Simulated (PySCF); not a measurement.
**Radial density of Ge (germanium, neutral)**

r2SCAN0, [Ar] 3d10 4s2 4p2, high-spin 3P determinant. All numbers are calculated (PySCF 2.14, scalar relativity by spin-free X2C-1e, in aug-cc-pVTZ-DK (7s6p4d2f, 59 functions)).

```tsv
r (bohr)	4πr²ρ (e/bohr)	4πr²(ρα − ρβ)
0.000790	0.2945	0.0000
0.00133	0.7289	0.0000
0.00223	1.766	0.0000
0.00376	4.135	-0.0001
0.00632	9.151	-0.0002
0.0106	18.33	-0.0003
0.0179	30.92	0.0000
0.0301	39.26	0.0031
0.0506	34.71	0.0147
0.0851	33.48	0.0356
0.143	45.74	0.0261
0.241	29.94	-0.0166
0.405	25.44	0.0585
0.681	23.76	0.0067
1.15	6.251	0.1670
1.93	2.260	0.7679
3.24	0.8360	0.5400
5.45	0.08350	0.0741
9.17	0.0005888	0.0006
```

Densities and radii are taken from the X2C orbitals without a picture-change correction, which distorts them close to the nucleus.

Question: Where is the radial spin density 4πr²(ρα − ρβ) most negative, and why is it negative at all?

Answer: Around r = 0.241 bohr, down to -0.0166 e/bohr: exchange with the open shell polarises the paired shells in an unrestricted calculation.
